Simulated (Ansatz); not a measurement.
Consider the formal loss of a carbene: `C[SiH2]B[SiH3]` → `[SiH3]B[SiH3]` + `[CH2]` (triplet).

Isolated molecules relaxed with PBE0-D4/def2-TZVP in Ansatz; ΔE leaves out vibrations. CCSD(T)/CBS is the MP2 limit (def2-TZVPP, def2-QZVPP) plus CCSD(T) − MP2 in def2-TZVPP, frozen cores. This one scheme is used for every species. DFT in def2-TZVPP. B3LYP here is the variant with VWN-RPA as its local correlation; programs differ in this. Triplets are unrestricted, without spin–orbit coupling. One conformer a species, not always the lowest.

```json
{"level": "B3LYP-D4", "ΔE (eV)": "4.85"}
{"level": "ωB97X-V", "ΔE (eV)": "5.02"}
{"level": "B2PLYP", "ΔE (eV)": "4.81"}
{"level": "PBE", "ΔE (eV)": "4.92"}
{"level": "r2SCAN", "ΔE (eV)": "4.70"}
{"level": "MP2/def2-TZVPP", "ΔE (eV)": "4.95"}
{"level": "CCSD(T)/def2-TZVPP", "ΔE (eV)": "4.80"}
{"level": "CCSD/CBS(def2)", "ΔE (eV)": "4.81"}
```

**Question.** What does CCSD(T)/CBS give? (Estimate.)

**Answer.** The calculation gave: +4.93 eV. The listed levels differ from it by -0.08, 0.09, -0.12, -0.01, -0.23, 0.02, -0.13, -0.12 eV.

Largest T1 diagnostic among the species: 0.014.

The D4 term adds +0.12 eV with B3LYP and +0.07 eV with PBE0; it sums over pairs of atoms, weighted by their polarisabilities, and B3LYP, whose exchange is more repulsive, gets the larger term. From PBE to PBE0 (25 % exact exchange), in def2-TZVPP and without D4, ΔE moves by −0.08 eV.
